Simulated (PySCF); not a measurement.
# Orbital energies and ionisation energy

Compound: C3H10Si2.
Structure used (PBE0-D3(BJ)/def2-SVP), in Å, numbered top down from 1:
```xyz
15
C3H10Si2 angstrom
C      2.7687   -0.1768   -0.0864
Si     0.9604   -0.1165   -0.5889
C     -0.0788    0.2070    0.9534
C     -1.4198    0.2593    1.0528
Si    -2.6467    0.0478   -0.3478
H      3.4165   -0.3676   -0.9552
H      2.9417   -0.9774    0.6496
H      3.0798    0.7773    0.3670
H      0.7443    0.9689   -1.5980
H      0.5606   -1.4106   -1.2261
H      0.4984    0.3677    1.8780
H     -1.8527    0.4560    2.0454
H     -3.5882   -1.0755   -0.0491
H     -1.9324   -0.2362   -1.6277
H     -3.4606    1.2924   -0.5108
```

Level: CAM-B3LYP/def2-SVPD (PySCF). Frontier orbitals with their largest atomic shares (Löwdin; up to four atoms above 4 %):

| orbital | ε (eV) | main atoms |
| --- | --- | --- |
| HOMO−3 | -10.81 | Si2 27 %, H9 18 %, H10 15 %, Si5 10 % |
| HOMO−2 | -10.43 | C1 37 %, Si2 24 %, H10 6 %, Si5 5 % |
| HOMO−1 | -9.67 | C3 24 %, C4 21 %, Si2 14 %, Si5 12 % |
| HOMO | -9.12 | ? |
| LUMO | 0.13 | C3 32 %, C4 29 %, Si2 11 %, Si5 9 % |
| LUMO+1 | 1.19 | Si2 32 %, C1 16 %, Si5 9 %, H6 7 % |
| LUMO+2 | 1.29 | Si5 32 %, C4 13 %, H12 8 %, H13 7 % |

Task: What vertical ionisation energy does ΔSCF give, and how far is −ε(HOMO) from it?

Result: ΔSCF: 9.82 eV (947 kJ/mol; threshold wavelength 126 nm); ⟨S²⟩ of the doublet left behind is 0.755, against 0.75 for a pure doublet. −ε(HOMO) is 9.12 eV, 0.70 eV below it. In exact Kohn–Sham theory the two would be equal; CAM-B3LYP (range-separated hybrid) falls short of its own ΔSCF value by 7 %.

Task: On which atoms does the HOMO lie?

Result: C4 (alkene CH carbon) 33 %, C3 (alkene CH carbon) 32 %, Si2 (SiH2 silicon) 8 %, Si5 (SiH3 silicon) 6 %, so no atom holds as much as 40 %. The HOMO−1 lies 0.55 eV lower.

Task: With α = 93.5 au, estimate the like-pair dispersion coefficient by London's formula C6 = (3/4)α²I.

Result: I = 0.3608 Eh, so C6 ≈ 2370 au, a rough estimate.

Task: What kinetic energy would electrons from this vertical process carry with He II light (40.814 eV)?

Result: 40.81 − 9.82 = 30.99 eV.

One conformer (not necessarily the lowest) at the PBE0-D3(BJ)/def2-SVP geometry, without solvent, vibrations or thermal averaging.
